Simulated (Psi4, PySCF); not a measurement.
C3H9O3Si (SMILES CO[Si](C)([O])OC), doublet, at a GFN2-xTB geometry, atoms displaced at random by about 0.03 Å a coordinate. Base run: TPSS/STO-3G, gradient (PySCF).

PySCF was given this input:
```python
from pyscf import gto, scf, dft

mol = gto.Mole()
mol.atom = '''
    C     2.567889   -0.477642    0.229499
    O     1.282345   -0.382847    0.684259
    Si   -0.049539   -0.078484   -0.181112
    C    -0.030260    1.873452   -0.253532
    O    -0.130352   -0.400546   -1.727300
    O    -1.278170   -0.334501    0.859967
    C    -2.578211   -0.438025    0.532555
    H     3.118321   -1.079776    0.834454
    H     2.608823   -0.819627   -0.885270
    H     3.076317    0.568283    0.208124
    H    -1.025629    2.325712   -0.686699
    H     0.804525    2.298394   -0.781875
    H     0.054368    2.262656    0.803112
    H    -3.020214   -1.052789    1.326906
    H    -3.016915    0.563359    0.604455
    H    -2.751539   -0.812764   -0.402168
'''
mol.basis = 'sto-3g'
mol.charge = 0
mol.spin = 1
mol.verbose = 4
mol.build()

mf = dft.UKS(mol)
mf.xc = 'tpss'
mf.kernel()
g = mf.nuc_grad_method()
grad = g.kernel()
```

Programs used: Psi4, PySCF; a row that names a program was run with it.

The coordinate followed is z of atom 10.

The base run was repeated with changes; each row names its change, and settings that it needs were set with it.

```csv
change,dE/dx (Eh/bohr),net force (Eh/bohr)
base,-0.002060,0.000054
density fitting = on; auxbasis_response = off,-0.002055,0.003274
code = psi4,-0.002060,0.000339
grids.level = 1; grid_response = on,-0.001997,0.000000
grids.level = 5; grid_response = off,-0.002060,0.000020
finite difference step (bohr) = 0.2; conv_tol = 1e-11,-0.002143,-
finite difference step (bohr) = 1e-5; conv_tol = 1e-11,-0.002080,-
finite difference step (bohr) = 0.01; conv_tol = 1e-11,-0.002080,-
grids.level = 0; grid_response = off,-0.001887,0.034648
conv_tol = 1e-6,-0.002062,0.000054
grids.level = 5; grid_response = on,-0.002060,0.000000
finite difference step (bohr) = 1e-4; conv_tol = 1e-11,-0.002080,-
```

The net force is zero for an exact gradient.

Open shells are given as the SCF converged; they aren't shown to be the lowest states, and a large step between rows can be another state.
